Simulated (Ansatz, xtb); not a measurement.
# Two structures of BF3Si

Structure X is `F[Si]B(F)F`, a singlet and structure Y is a singlet given by its coordinates. Both are isolated molecules in the gas phase, relaxed with PBE-D3(BJ)/def2-SVP; the shapes shown needn't be the lowest conformers.

X (Å):

| atom | x (Å) | y (Å) | z (Å) |
| --- | --- | --- | --- |
| B | -0.2058 | 1.1615 | -0.0698 |
| F | -0.4075 | -1.4220 | 0.9852 |
| F | -1.2857 | 1.9358 | 0.0653 |
| F | 0.4522 | 1.2723 | -1.2268 |
| Si | 0.4705 | -0.1020 | 1.4902 |

Y (Å):

```xyz
5

B    -0.7848   -0.8620   -1.3083
F    -1.1874   -1.7490   -2.1444
F     0.4264    1.8715   -1.1227
F     1.6042    0.0293    0.2635
Si    0.9802    0.3241   -1.2320
```

Close contacts (Å): B1–F2 1.28, B1–Si5 2.13, F3–Si5 1.65, F4–Si5 1.65.

Quicker runs give these differences E(Y) − E(X): GFN2-xTB +45.2 kJ/mol; HF/STO-3G +283.4 kJ/mol (at GFN2-xTB geometries); r2SCAN-D4/def2-SVP +115.7 kJ/mol (at GFN2-xTB geometries).

Question: Estimate E(Y) − E(X) at the level CCSD(T)/def2-TZVP.

Answer: Calculated at CCSD(T)/def2-TZVP: E(Y) − E(X) = +81.8 kJ/mol, so structure X lies lower.

How the difference moves with the method:

```json
{"level": "GFN2-xTB", "geometry": "GFN2-xTB", "E(Y) − E(X) (kJ/mol)": "+45.2", "departure from the last row (kJ/mol)": "−36.5", "job, with rough time for the two": "optimisation, 0.18 s"}
{"level": "HF/STO-3G", "geometry": "GFN2-xTB", "E(Y) − E(X) (kJ/mol)": "+283.4", "departure from the last row (kJ/mol)": "+201.6", "job, with rough time for the two": "single point, 0.24 s"}
{"level": "r2SCAN-D4/def2-SVP", "geometry": "GFN2-xTB", "E(Y) − E(X) (kJ/mol)": "+115.7", "departure from the last row (kJ/mol)": "+33.9", "job, with rough time for the two": "single point, 1.6 s"}
{"level": "PBE-D3(BJ)/def2-SVP", "geometry": "PBE-D3(BJ)/def2-SVP", "E(Y) − E(X) (kJ/mol)": "+97.7", "departure from the last row (kJ/mol)": "+15.9", "job, with rough time for the two": "optimisation, 10 s"}
{"level": "HF/def2-TZVP", "geometry": "PBE-D3(BJ)/def2-SVP", "E(Y) − E(X) (kJ/mol)": "+115.4", "departure from the last row (kJ/mol)": "+33.7", "job, with rough time for the two": "part of the CCSD(T) run"}
{"level": "MP2/def2-TZVP", "geometry": "PBE-D3(BJ)/def2-SVP", "E(Y) − E(X) (kJ/mol)": "+92.6", "departure from the last row (kJ/mol)": "+10.8", "job, with rough time for the two": "part of the CCSD(T) run"}
{"level": "CCSD(T)/def2-TZVP", "geometry": "PBE-D3(BJ)/def2-SVP", "E(Y) − E(X) (kJ/mol)": "+81.8", "departure from the last row (kJ/mol)": "", "job, with rough time for the two": "single point, 61 s"}
```

The levels shown agree on the order. The largest departure from CCSD(T)/def2-TZVP is that of HF/STO-3G, 201.6 kJ/mol.

With harmonic frequencies from PBE-D3(BJ)/def2-SVP (ideal gas, rigid rotor, one conformer each, 298.15 K, 1 atm): on the last row, ΔE + ΔZPE = +78.9 kJ/mol. A mode under 50 cm⁻¹ makes harmonic enthalpies and free energies unreliable, so none is given.

The correlated steps freeze 9 core orbitals. Programs: Ansatz 0.2.0, xtb 6.7.1; the last row on 1 thread of Intel(R) Xeon(R) 6975P-C (Granite Rapids) on a shared host.
